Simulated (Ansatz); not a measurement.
An input meant for the cluster Ag5Se⁻ (charge -1, singlet; atoms displaced at random, 0.08 Å in each coordinate).

```yaml
crystal:
  periodic: [false, false, false]
  atoms:
    - {symbol: Ag, position_ang: [0.345274, 1.664884, 0.075944]}
    - {symbol: Ag, position_ang: [-2.448114, 1.820308, 0.239327]}
    - {symbol: Ag, position_ang: [1.272088, -1.131243, 0.131917]}
    - {symbol: Ag, position_ang: [-0.379764, -3.053356, -0.430531]}
    - {symbol: Ag, position_ang: [-1.394487, -0.500207, -0.240459]}
    - {symbol: Se, position_ang: [2.661671, 1.091219, 0.261274]}
basis:
  gaussian: {orbitals: STO-3G, final_grid: {core_spheres: 1, valence_spheres: 1, degree: 5}}
total_charge: -1
hamiltonian: {xc: {name: wB97M-V}}
scf: {omitted_lower_state_checks: [starts]}
output: {forces: true}
```

```sh
$ ansatz run in.yaml --threads 4 --pin off --events-out ev --progress --plain --max-ram 4787MiB
```

It prints (some lines left out):

```
Functional definition: wB97M-V
1857 factors; integrals over basis functions are off by at most 1.1e-3 eV
263 factors; integrals over basis functions are off by at most 2.2e-5 eV
mean field evaluation 1: about -765135.0798 eV, gradient 2.2e1 eV
mean field evaluation 2: about -765136.5853 eV, gradient 3.1e1 eV
mean field evaluation 4: about -765139.6332 eV, gradient 4.0e0 eV
mean field evaluation 8: about -765139.9120 eV, gradient 8.6e-1 eV
mean field evaluation 16: about -765196.8260 eV, gradient 1.7e-1 eV
mean field evaluation 32: about -765196.8288 eV, gradient 1.9e-4 eV
mean field -765196.82878639 eV, -28120.4647888605 hartree, gradient 7.5e-5 eV, S^2 0.000000; 0 other end points of the search recorded, 0 dependent functions left out
reference -765196.82881479 eV, -28120.4647899042 hartree; 135, 135 occupied and 18, 18 virtual orbitals, 1857 factors
Total energy: -765196.82881479 eV, -28120.4647899042 hartree
Atom 0 at     0.345274     1.664884     0.075944 Å, force     2.219042    -5.793509     1.058415 eV/Å
Atom 1 at    -2.448114     1.820308     0.239327 Å, force     4.838397    -4.011615    -1.222375 eV/Å
Atom 2 at     1.272088    -1.131243     0.131917 Å, force    -4.677838     5.102352    -1.585086 eV/Å
Atom 3 at    -0.379764    -3.053356    -0.430531 Å, force     1.404631     6.481613     1.437261 eV/Å
Atom 4 at    -1.394487    -0.500207    -0.240459 Å, force     6.808110     2.113854     1.460847 eV/Å
Atom 5 at     2.661671     1.091219     0.261274 Å, force   -10.592343    -3.892696    -1.149062 eV/Å
Dipole moment:    -0.499042    -0.228289    -0.039233 e Å
Checks for a lower state left out: starts
```

Q: What is wrong with this run?

A: The integration grid is far too coarse. Self-consistency was reached. The result belongs to that input, not to the species as meant. The highest occupied level of an anion often lies above zero with these methods, and sets without diffuse functions describe the outer electron poorly.
